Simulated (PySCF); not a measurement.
# One reaction down a group: F, Cl, Br, I

The same gas-phase reaction for F, Cl, Br, I:
- SnF2 + 2 HF → SnF4 + H2
- SnCl2 + 2 HCl → SnCl4 + H2
- SnBr2 + 2 HBr → SnBr4 + H2
- SnI2 + 2 HI → SnI4 + H2

Energies from PySCF, thermal terms from the rigid-rotor harmonic-oscillator model, ideal gas at 1 bar. † marks an energy on the PBE0/def2-TZVP geometry and frequencies. MP2 freezes the core. All species are closed-shell singlets. B3LYP is the form with VWN-RPA correlation. I, Sn: scalar-relativistic def2 core potential, no spin-orbit coupling. Br: all electrons, no relativistic terms. MP2 isn't extrapolated to the basis-set limit. The harmonic model lacks anharmonicity and excited electronic states, which grow with temperature; levels with a mode under 35 cm⁻¹ are left out. Soft modes under 120 cm⁻¹ make the harmonic entropy rough for SnCl2, SnCl4, SnBr2, SnBr4, SnI2, SnI4.

ΔH°(298 K) in kJ, by level:

| level | F | Cl | Br | I |
|---|---|---|---|---|
| ωB97M-V/def2-TZVP† | -15.7 | -104.8 | -132.8 | -156.7 |
| ωB97X-V/def2-TZVP† | -32.8 | -113.9 | -141.0 | -164.1 |
| LDA/def2-TZVP† | -6.4 | -99.3 | -127.0 | -152.6 |
| PBE0/def2-SVP† | 8.0 | -85.8 | -104.8 | -133.2 |
| B3LYP/def2-TZVP† | 9.2 | -63.6 | -89.0 | -109.5 |
| BLYP/def2-TZVP† | 14.2 | -46.5 | -70.3 | -90.0 |
| MP2/def2-SVP† | -39.2 | -120.9 | -143.6 | -170.3 |

At ωB97M-V/def2-TZVP†, ΔH° falls from F to I, over a range of 141.0 kJ; the steps are -89.1, -28.0, -23.9 kJ. 7 of the 7 levels shown give the same order. The levels scatter most for I (80.3 kJ between the highest and the lowest) and least for F (53.4 kJ). ΔS°(298 K) runs from -181.3 to -174.4 J/K, so TΔS° at 298 K spreads over 2.1 kJ among the members, against 141.0 kJ for ΔH°.

Free energies at ωB97M-V/def2-TZVP†:

```tsv
member	ΔS°(298 K), J/K	ΔG°(298 K), kJ	ΔG°(1800 K), kJ	ΔG° changes sign
F	-174.4	36	272	none from 298 to 2500 K
Cl	-181.1	-51	191	500 to 600 K
Br	-181.3	-79	163	600 to 800 K
I	-179.6	-103	136	800 to 1000 K
```

The NASA 1993 table holds none of these reactions whole; the comparison is among the levels.
